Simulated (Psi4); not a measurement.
C$_{3}$H$_{7}$O (SMILES CC(C)[O]), doublet, at a GFN2-xTB geometry; B3LYP/6-311++G** (Psi4).

The Psi4 input:
```
memory 2 GB

molecule mol {
0 2
C    -1.153561   -0.849731    0.007850
C    -0.057857    0.220170   -0.206277
C     1.362176   -0.391880   -0.209078
O    -0.194521    1.310222    0.509493
H    -1.025584   -1.277119    0.999685
H    -1.076431   -1.637088   -0.736138
H    -2.138075   -0.392715   -0.042456
H    -0.211267    0.560326   -1.267458
H     1.558059   -0.806909    0.776901
H     1.443173   -1.178534   -0.953400
H     2.101742    0.378909   -0.408049
}

set {
  basis 6-311++g**
  reference uks
  s_tolerance 1e-3
  s_orthogonalization canonical
}

energy('b3lyp')
print_variables()
```

It wrote (shortened):

```
   => Loading Basis Set <=

    Name: 6-311++G**
    Role: ORBITAL
    Keyword: BASIS

         ---------------------------------------------------------
                                   SCF
               by Justin Turney, Rob Parrish, Andy Simmonett
                          and Daniel G. A. Smith
                              UKS Reference
         ---------------------------------------------------------

  ==> Geometry <==

    Molecular point group: c1
    Full point group: C1

    Geometry (in Angstrom), charge = 0, multiplicity = 2:

       Center              X                  Y                   Z               Mass
    ------------   -----------------  -----------------  -----------------  -----------------
         C           -1.142628938132    -0.922761081131    -0.019509332048    12.000000000000
         C           -0.046924938132     0.147139918869    -0.233636332048    12.000000000000
         C            1.373108061868    -0.464910081131    -0.236437332048    12.000000000000
         O           -0.183588938132     1.237191918869     0.482133667952    15.994914619570
         H           -1.014651938132    -1.350149081131     0.972325667952     1.007825032230
         H           -1.065498938132    -1.710118081131    -0.763497332048     1.007825032230
         H           -2.127142938132    -0.465745081131    -0.069815332048     1.007825032230
         H           -0.200334938132     0.487295918869    -1.294817332048     1.007825032230
         H            1.568991061868    -0.879939081131     0.749541667952     1.007825032230
         H            1.454105061868    -1.251564081131    -0.980759332048     1.007825032230
         H            2.112674061868     0.305878918869    -0.435408332048     1.007825032230

  Running in c1 symmetry.

  Rotational constants: A =      0.31079  B =      0.27169  C =      0.16251 [cm^-1]
  Rotational constants: A =   9317.14448  B =   8144.99667  C =   4872.02432 [MHz]
  Nuclear repulsion =  126.375308736857946

  Charge       = 0
  Multiplicity = 2
  Electrons    = 33
  Nalpha       = 17
  Nbeta        = 16

  ==> Algorithm <==

  SCF Algorithm Type is DF.
  DIIS enabled.
  MOM disabled.
  Fractional occupation disabled.
  Guess Type is SAD.
  Energy threshold   = 1.00e-06
  Density threshold  = 1.00e-06
  Integral threshold = 1.00e-12

  ==> Primary Basis <==

  Basis Set: 6-311++G**
    Blend: 6-311++G**
    Number of shells: 75
    Number of basis functions: 137
[...]
      Ntotal   =   33.0000551555 ; deviation = 5.516e-05

   @Spin Contamination Metric:   4.558578197E-03
   @S^2 Expected:                7.500000000E-01
   @S^2 Observed:                7.545585782E-01
   @S   Expected:                5.000000000E-01
   @S   Observed:                5.000000000E-01

    Orbital Energies [Eh]
    ---------------------

    Alpha Occupied:

[...]
    Alpha Virtual:

[...]
     135A     49.865682

    Beta Occupied:

[...]
      16A     -0.264724

    Beta Virtual:

[...]
    Final Occupation by Irrep:
              A
    DOCC [    16 ]
    SOCC [     1 ]
    NA   [    17 ]
    NB   [    16 ]

  @DF-UKS Final Energy:  -193.74839805111338

   => Energetics <=

    Nuclear Repulsion Energy =            126.3753087368579457
    One-Electron Energy =                -511.8399063805612172
    Two-Electron Energy =                 213.9631333418352597
    DFT Exchange-Correlation Energy =     -22.2469337492453860
    Empirical Dispersion Energy =           0.0000000000000000
    VV10 Nonlocal Energy =                  0.0000000000000000
    Total Energy =                       -193.7483980511133836

  UHF NO Occupations:
  HONO-2 :   15  A 1.9995889
  HONO-1 :   16  A 1.9985448
  HONO-0 :   17  A 1.0000000
  LUNO+0 :   18  A 0.0014552
  LUNO+1 :   19  A 0.0004111
  LUNO+2 :   20  A 0.0001827
  LUNO+3 :   21  A 0.0001517

Computation Completed

Properties will be evaluated at   0.000000,   0.000000,   0.000000 [a0]

Properties computed using the SCF density matrix

 Multipole Moments:

 ------------------------------------------------------------------------------------
     Multipole            Electronic (a.u.)      Nuclear  (a.u.)        Total (a.u.)
 ------------------------------------------------------------------------------------

 L = 1.  Multiply by 2.5417464519 to convert [e a0] to [Debye]
 Dipole X            :         -0.5975793            0.6817282            0.0841489
 Dipole Y            :          3.8389208           -4.5542261           -0.7153053
 Dipole Z            :          1.1723051           -1.7061562           -0.5338511
 Magnitude           :                                                    0.8965153

 ------------------------------------------------------------------------------------

  Variable Map:
  ----------------------------------------------------------------------------
[...]
  Array Variable Map:
  ----------------------------------------------------------------------------
[...]
[...]
```
